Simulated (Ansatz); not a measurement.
Consider the hydrogenolysis of the Si–O bond: `O[SiH2]OBF` + H₂ → `FBO[SiH3]` + H₂O.

Gas-phase electronic energies from Ansatz, PBE0-D4/def2-TZVP geometries. CCSD(T)/CBS is the MP2 limit (def2-TZVPP, def2-QZVPP) plus CCSD(T) − MP2 in def2-TZVPP, frozen cores. This one scheme is used for every species. Functionals use def2-TZVPP. One conformer a species, not always the lowest.

`O[SiH2]OBF`:

Z-matrix (Å, degrees):
```
Si
O 1 1.648
O 1 1.635 2 113.0
H 1 1.474 2 107.4 3 116.7
H 1 1.482 2 105.9 3 -122.1
B 2 1.341 1 138.5 3 5.3
H 3 0.958 1 119.3 2 -76.3
F 6 1.325 2 118.3 1 -177.8
H 6 1.197 2 123.4 1 2.7
```

H₂:

```xyz
2

H    -0.226    0.059   -0.291
H     0.226   -0.059    0.291
```

`FBO[SiH3]`:

Cartesian coordinates in Å:
```
F -2.606 0.817 -0.229
B -1.285 0.848 -0.161
O -0.629 -0.312 0.001
Si 0.971 -0.719 0.131
H -0.731 1.906 -0.248
H 1.298 -1.645 -0.978
H 1.815 0.499 0.050
H 1.166 -1.393 1.435
```

H₂O:

Cartesian coordinates in Å:
```
O -0.065 0.002 0.384
H -0.712 -0.099 -0.317
H 0.777 0.097 -0.067
```

Is it downhill or uphill in electronic energy at CCSD(T)/CBS, and by how much? (An estimate is asked.)

Computed: Uphill: ΔE = +20.9 kcal/mol.

What do these levels give: r2SCAN0-D4, BHLYP-D4, ωB97X-V, ωB97M-V, RPA@PBE/def2-TZVPP, HF/CBS(def2)? (Estimate.)

Computed: r2SCAN0-D4 22.0, BHLYP-D4 21.7, ωB97X-V 21.1, ωB97M-V 21.7, RPA@PBE/def2-TZVPP 20.0, HF/CBS(def2) 20.0 kcal/mol.

Largest T1 diagnostic among the species: 0.013.

The D4 term adds +1.2 kcal/mol with B3LYP and +0.6 kcal/mol with PBE0; it sums over pairs of atoms, weighted by their polarisabilities, and B3LYP, whose exchange is more repulsive, gets the larger term. Leaving LDA and LC-ωPBE aside and taking each functional with its dispersion term where it has one, the values, not all of them listed here, spread over 2.7 kcal/mol, from HSE06-D4 to r2SCAN-D4. LDA lies +1.7 kcal/mol from PBE without D4. At CCSD(T), def2-SVP lies −3.1 kcal/mol from the extrapolated value and def2-TZVPP −0.0 kcal/mol.

B3LYP here is the variant with VWN-RPA as its local correlation; programs differ in this.
